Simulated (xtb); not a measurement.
B(F)(GeH3)(H) (BFGeH4), SMILES F[BH][GeH3]. All values are semi-empirical tight-binding results from xtb (GFN2-xTB unless named), good for trends rather than for accurate numbers. Geometry: GFN2-xTB.

Optimised geometry:

```xyz
7

B      0.4654    -1.2328    -0.2149
F     -0.4225    -2.1399     0.1016
Ge     0.0095     0.7209     0.0169
H      0.1107     1.5232    -1.2396
H     -1.3558     1.0240     0.5375
H      0.9274     1.4535     0.9410
H      1.4884    -1.6456    -0.6204
```
Charge 0, spin multiplicity 1.

For metal compounds this method's bond lengths and energies can be far off.

```
Item                                           Value
-------------------------------------  -------------
point group as xtb finds it                       Cs
orbital gap                                  3.48 eV
zero-point energy                      22.9 kcal/mol
G − E(el) at 298.15 K (modified RRHO)   4.9 kcal/mol
```

**Question.** Give the atomic charges and the Wiberg bond orders between heavy atoms. (An estimate is asked for; the answer gives what the named calculation found.)

**Answer.** charges (e) B1 0.36, F2 -0.23, Ge3 0.01, H4 -0.02, H5 -0.02, H6 -0.02, H7 -0.09. Bond orders B1–F2 1.20, B1–Ge3 0.84.
